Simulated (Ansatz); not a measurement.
The lowest singlet and triplet of GeH2 (SMILES [GeH2]); geometries from B3LYP-D3(BJ)/def2-TZVP, each state relaxed from the structure named, with no frequency check.
Singlet (charge 0, multiplicity 1):
```xyz
3

Ge    -0.0002     0.0661     0.0000
H     -1.1338    -1.0621     0.0000
H      1.1409    -1.0545     0.0000
```

A positive gap puts the triplet lower; no zero-point energy. R- takes a restricted singlet. U- takes an unrestricted singlet (broken symmetry where lower, unprojected). The triplet is unrestricted in single-reference levels. Active spaces average the two states.

Cores are frozen in the correlated methods. Filled d and f shells under p-block atoms count as core.

Run with Ansatz (a program for electronic structure) with Gaussian orbitals. Values without a source in brackets are computed.

```json
[
 {"level": "R-HF/cc-pVTZ", "gap E(singlet) − E(triplet), vertical, at the singlet's geometry (kcal/mol)": "-20.06"},
 {"level": "U-r2SCAN/def2-TZVPP", "gap E(singlet) − E(triplet), vertical, at the singlet's geometry (kcal/mol)": "-28.28"},
 {"level": "R-wB97M-V/def2-TZVPP", "gap E(singlet) − E(triplet), vertical, at the singlet's geometry (kcal/mol)": "-35.96"},
 {"level": "U-MP2/cc-pVQZ (spin-contaminated)", "gap E(singlet) − E(triplet), vertical, at the singlet's geometry (kcal/mol)": "-27.50"},
 {"level": "U-SCS-MP2/cc-pVDZ (spin-contaminated)", "gap E(singlet) − E(triplet), vertical, at the singlet's geometry (kcal/mol)": "-29.06"},
 {"level": "R-SCS-MP2/cc-pVTZ", "gap E(singlet) − E(triplet), vertical, at the singlet's geometry (kcal/mol)": "-33.92"},
 {"level": "U-CCSD(T)/cc-pVTZ (spin-contaminated)", "gap E(singlet) − E(triplet), vertical, at the singlet's geometry (kcal/mol)": "-32.20"},
 {"level": "SA-CASSCF(6,6)/cc-pVQZ", "gap E(singlet) − E(triplet), vertical, at the singlet's geometry (kcal/mol)": "-27.65"},
 {"level": "FIC-MRCISD+Q on SA-CASSCF(6,6)/cc-pVQZ", "gap E(singlet) − E(triplet), vertical, at the singlet's geometry (kcal/mol)": "…"}
]
```

**Question.** Complete the blanks.

**Answer.** 
- FIC-MRCISD+Q on SA-CASSCF(6,6)/cc-pVQZ, gap E(singlet) − E(triplet), vertical, at the singlet's geometry (kcal/mol): -33.11

Doubts at one or more of the structures used: a restricted determinant that unrestricted orbitals would lower (R-HF/cc-pVTZ, R-SCS-MP2/cc-pVTZ); T1 above 0.05 (U-CCSD(T)/cc-pVTZ (spin-contaminated)).
